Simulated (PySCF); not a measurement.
## Sn²⁺ (tin, charge +2) across methods

[Kr] 4d10 5s1 5p1, high-spin 3P determinant (an excited configuration). All numbers are calculated (PySCF 2.14, the spin-free X2C one-electron Hamiltonian (Gaussian nucleus), in aug-cc-pVQZ-DK3 (9s8p6d3f2g, 102 functions)). The B2PLYP total includes its PT2 part (frozen core); its orbital energies are those of the SCF part.

```csv
method,E (hartree),mean ε 4d β (eV),mean ε 5s α (eV),mean ε 5p α (eV),Σ⟨r²⟩ (bohr²),⟨S²⟩
B3LYP,-6175.27,-46.558,-28.704,-20.092,36.46,2.001
B2PLYP,-6174.54,-49.666,-30.002,-21.279,36.55,2.001
UHF,-6172.55991,-54.046,-31.892,-23.127,36.74,2.002
r2SCAN,-6175.22,-45.015,-27.989,-19.610,36.34,2.002
BHandHLYP,-6175.21,-49.649,-30.001,-21.233,36.48,2.001
PBE,-6174.79,-44.350,-27.650,-19.267,36.46,2.001
PBE0,-6174.87,-47.082,-28.893,-20.361,36.42,2.001
LDA,-6169.15,-44.553,-27.993,-19.371,36.39,2.001
```
